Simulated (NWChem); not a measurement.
System: CdH2O; SMILES [OH][CdH]

NWChem input:

```
start job
memory heap 200 mb stack 900 mb global 1100 mb
geometry units angstroms
  Cd    -0.387491     0.124271     0.000000
  H     -0.704153     1.736490     0.000000
  O     -0.123332    -1.824649     0.000000
  H      0.799910    -2.098147     0.000000
end
basis spherical
  * library def2-tzvp
end
ecp
  Cd library def2-ecp
end
dft
  xc pbe0
  iterations 150
end
driver
  maxiter 120
end
task dft optimize
dft
  grid fine
  convergence energy 1d-8 density 1d-7
end
task dft freq numerical
```

Parts of the log:

```
             Northwest Computational Chemistry Package (NWChem) 7.3.0
             --------------------------------------------------------

 CS  symmetry detected

                             Geometry "geometry" -> ""
                             -------------------------

 Output coordinates in angstroms (scale by  1.889725989 to convert to a.u.)

  No.       Tag          Charge          X              Y              Z
 ---- ---------------- ---------- -------------- -------------- --------------
    1 Cd                  48.0000    -0.00398401     0.28400767     0.00000000
    2 H                    1.0000    -0.04642273     1.92648260     0.00000000
    3 O                    8.0000    -0.06964547    -1.68163668     0.00000000
    4 H                    1.0000     0.79481887    -2.10575735     0.00000000

 Effective nuclear repulsion energy (a.u.)     134.5587308505

      Symmetry information
      --------------------

 Group name             Cs
 Group number              2
 Group order               2
 No. of unique centers     4

                                Z-matrix (autoz)
                                --------

 Units are Angstrom for bonds and degrees for angles

      Type          Name      I     J     K     L     M      Value
      ----------- --------  ----- ----- ----- ----- ----- ----------
    1 Stretch                  1     2                       1.64302
    2 Stretch                  1     3                       1.96674
    3 Stretch                  3     4                       0.96290
    4 Bend                     1     3     4               114.22011
    5 Bend                     2     3     4               115.76458
    6 Torsion                  2     1     4     3         180.00000

                           NWChem Geometry Optimization
                           ----------------------------

 maximum gradient threshold         (gmax) =   0.000450
 rms gradient threshold             (grms) =   0.000300
 maximum cartesian step threshold   (xmax) =   0.001800
 rms cartesian step threshold       (xrms) =   0.001200
 fixed trust radius                (trust) =   0.300000
 source of zmatrix                         =   autoz

          -------------------
          Energy Minimization
          -------------------

 Using diagonal initial Hessian
 Scaling for Hessian diagonals: bonds = 1.00  angles = 0.25  torsions = 0.10

          --------
          Step   0

[...]

      ----------------------
      Optimization converged
      ----------------------

  Step       Energy      Delta E   Gmax     Grms     Xrms     Xmax
  ---- ---------------- -------- -------- -------- -------- --------
@    6    -244.12356875 -1.2D-07  0.00007  0.00004  0.00077  0.00174
                                     ok       ok       ok       ok

                                Z-matrix (autoz)
                                --------

 Units are Angstrom for bonds and degrees for angles

      Type          Name      I     J     K     L     M      Value     Gradient
      ----------- --------  ----- ----- ----- ----- ----- ---------- ----------
    1 Stretch                  1     2                       1.64044   -0.00007
    2 Stretch                  1     3                       1.96920    0.00004
    3 Stretch                  3     4                       0.95881    0.00003
    4 Bend                     1     3     4               114.97634   -0.00003
    5 Bend                     2     3     4               116.60510    0.00003
    6 Torsion                  2     1     4     3         180.00000    0.00000

                         Geometry "geometry" -> "geometry"
                         ---------------------------------

 Output coordinates in angstroms (scale by  1.889725989 to convert to a.u.)

[...]

 Rotational Constants
 --------------------
 A=  24.124927 cm-1  ( 34.709612 K)
 B=   0.269315 cm-1  (  0.387475 K)
 C=   0.266341 cm-1  (  0.383197 K)

 Temperature                      =   298.15K
 frequency scaling parameter      =   1.0000

 Zero-Point correction to Energy  =   11.541 kcal/mol  (  0.018391 au)
 Thermal correction to Energy     =   13.795 kcal/mol  (  0.021983 au)
 Thermal correction to Enthalpy   =   14.387 kcal/mol  (  0.022927 au)

 Total Entropy                    =   62.205 cal/mol-K
   - Translational                =   40.525 cal/mol-K (mol. weight = 131.9142)
   - Rotational                   =   19.464 cal/mol-K (symmetry #  =        1)
   - Vibrational                  =    2.216 cal/mol-K

 Cv (constant volume heat capacity) =   10.419 cal/mol-K
   - Translational                  =    2.979 cal/mol-K
   - Rotational                     =    2.979 cal/mol-K
   - Vibrational                    =    4.460 cal/mol-K

[normal modes left out]

 ----------------------------------------------------------------------------
 Normal Eigenvalue ||           Projected Infra Red Intensities
  Mode   [cm**-1]  || [atomic units] [(debye/angs)**2] [(KM/mol)] [arbitrary]
 ------ ---------- || -------------- ----------------- ---------- -----------
    1       -0.000 ||    0.000242           0.006         0.236       0.055
    2       -0.000 ||    0.101170           2.334        98.626      22.849
    3       -0.000 ||    0.000324           0.007         0.316       0.073
    4        0.000 ||    0.015890           0.367        15.490       3.589
    5        0.000 ||    0.000000           0.000         0.000       0.000
    6        0.000 ||    0.001990           0.046         1.940       0.449
    7      463.757 ||    0.065362           1.508        63.718      14.762
    8      472.678 ||    0.052677           1.215        51.352      11.897
    9      586.443 ||    0.068638           1.584        66.912      15.502
   10      746.259 ||    0.069782           1.610        68.027      15.760
   11     1903.697 ||    0.115032           2.654       112.139      25.980
   12     3903.788 ||    0.040220           0.928        39.209       9.084
 ----------------------------------------------------------------------------
```

Level: PBE0/def2-TZVP with def2 effective core potentials on Cd. def2 effective core potentials on Cd; no spin-orbit coupling.
